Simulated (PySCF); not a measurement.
PySCF input file for CF3, SMILES F[C](F)F (connectivity only; charge and spin as stated), charge +1, multiplicity 1, KT2/pcSseg-2. Geometry optimised at TPSSh-D3(BJ)/def2-TZVP. The multiplicity is an assumed one; other spin states were not compared. The isomer is the one that the SMILES or the coordinates give; other isomers of the formula were not compared.

```python
import numpy as np
from pyscf import gto, scf, dft
from pyscf.prop.nmr import rks as nmr

mol = gto.M(
    atom='''
    F    -1.23834385    0.00000000    0.00000000
    C    -0.00000000   -0.00000000    0.00000000
    F     0.61917193   -1.07243723    0.00000000
    F     0.61917192    1.07243724    0.00000000
    ''',
    basis='pcSseg-2',
    charge=1,
    spin=0,
    max_memory=1600,
    verbose=3,
)
mf = dft.RKS(mol, xc='kt2')
mf.grids.level = 3
mf.conv_tol = 1e-10
mf.max_cycle = 100
mf.kernel()
n = nmr.NMR(mf)
n.verbose = 2
n.max_cycle_cphf = 60
sigma = n.kernel()
print('atom   isotropic/ppm   span/ppm')
for i, s in enumerate(sigma):
    w = np.linalg.eigvalsh((s + s.T) / 2)
    print(f'{mol.atom_symbol(i):2s}{i + 1:3d} {w.mean():14.3f} {w[2] - w[0]:11.3f}')
```

Program output:

```
converged SCF energy = -341.871907113799
atom   isotropic/ppm   span/ppm
F   1        113.087     338.588
C   2         21.783      22.036
F   3        113.090     338.585
F   4        113.090     338.585
```

Self-consistency was reached.
